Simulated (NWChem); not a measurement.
Isomers of C4H4F2, each optimised at B3LYP/6-31G* with NWChem, gas phase unless a solvent is named. Flexible species stand in one conformer each, which need not be the lowest. Pople sets run with spherical d functions. Relative energies count from the lowest isomer at each level and are electronic, without zero-point energy, on those geometries.

A: FC(C#CC)F
B: FC1=C[C@@H](F)C1
C: C1CC(=C1F)F
D: FC1(F)C=CC1

Task: Which isomer is lowest, and do the levels agree? Levels: B3LYP/6-31G*; PBE/def2-TZVP; B3LYP/def2-TZVP; Hartree-Fock/def2-TZVP; PBE0/def2-TZVP; r2SCAN/def2-TZVP; LDA (Slater exchange, VWN5)/def2-TZVP.

Result: All put D lowest.
```
quantity                                                              A    B     C    D
-----------------------------------------------------------------  ----  ---  ----  ---
relative energy, B3LYP/6-31G* (kcal/mol)                            7.5  5.1   6.2  0.0
relative energy, PBE/def2-TZVP (kcal/mol)                           8.4  3.1   4.6  0.0
relative energy, B3LYP/def2-TZVP (kcal/mol)                         4.0  4.1   7.0  0.0
relative energy, Hartree-Fock/def2-TZVP (kcal/mol)                  4.4  6.6  11.3  0.0
relative energy, PBE0/def2-TZVP (kcal/mol)                         10.5  4.0   6.0  0.0
relative energy, r2SCAN/def2-TZVP (kcal/mol)                        8.3  4.5   7.4  0.0
relative energy, LDA (Slater exchange, VWN5)/def2-TZVP (kcal/mol)  13.7  3.4   4.6  0.0
```
